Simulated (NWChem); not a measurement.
Species: hydrogen bromide (HBr); SMILES Br

Program: NWChem. Pople sets run with spherical d functions. All runs use the structure optimised with PBE0/def2-SVP. Total energies compare along this basis series because the functional is fixed.

```tsv
level	basis functions	energy (Ha)	highest occupied level (eV)	orbital gap (eV)	dipole (D)
B3LYP/STO-3G	19	-2546.5730	-5.35	10.56	1.19
B3LYP/3-21G	24	-2562.3825	-7.93	8.14	1.24
B3LYP/6-31G*	34	-2574.4732	-8.38	8.23	1.10
B3LYP/def2-SVP	37	-2574.4730	?	?	?
B3LYP/def2-SVPD	49	-2574.4794	-8.53	7.76	0.84
B3LYP/def2-TZVP	54	-2574.7889	-8.48	7.94	0.92
B3LYP/aug-cc-pVTZ	82	-2574.8369	-8.53	7.56	0.84
```

Q: Some entries are withheld; supply them.

A: 
- B3LYP/def2-SVP, highest occupied level (eV): -8.18
- B3LYP/def2-SVP, orbital gap (eV): 8.04
- B3LYP/def2-SVP, dipole (D): 1.01
